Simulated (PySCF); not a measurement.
disilylmethane (CH₈Si₂), SMILES [SiH3]C[SiH3]. Atoms are numbered in the order given.

```xyz
11

Si     1.4664     0.6553    -0.0051
C      0.2537    -0.7934    -0.1379
Si    -1.5712    -0.3275     0.0624
H      2.8874     0.1857    -0.1741
H      1.1733     1.6795    -1.0687
H      1.3408     1.3190     1.3403
H      0.5151    -1.5491     0.6340
H      0.3902    -1.2827    -1.1264
H     -1.9743     0.6672    -0.9933
H     -1.8053     0.2935     1.4136
H     -2.4541    -1.5410    -0.0641
```

Geometry: PBE-D3(BJ)/def2-SVP.

Two levels are set side by side: PBE/pcSseg-1 (PySCF) and B3LYP/pcSseg-1 (PySCF). GIAO shifts against TMS (²⁹Si), TMS (¹H), TMS (¹³C) at the same level; non-relativistic, no solvent, atoms listed together averaged. Differences are taken from unrounded values.

```
quantity                   B3LYP    PBE  PBE minus B3LYP
-------------------------  -----  -----  ---------------
δ(²⁹Si) of Si1, Si3 (ppm)  -64.7  -66.5             -1.8
δ(¹³C) of C2 (ppm)         -11.1  -11.7             -0.5
δ(¹H) of H7, H8 (ppm)       0.33   0.42             0.09
```

Rough cost on one machine, each run with all the roots and properties that it gave: B3LYP against PBE within a factor of 2.
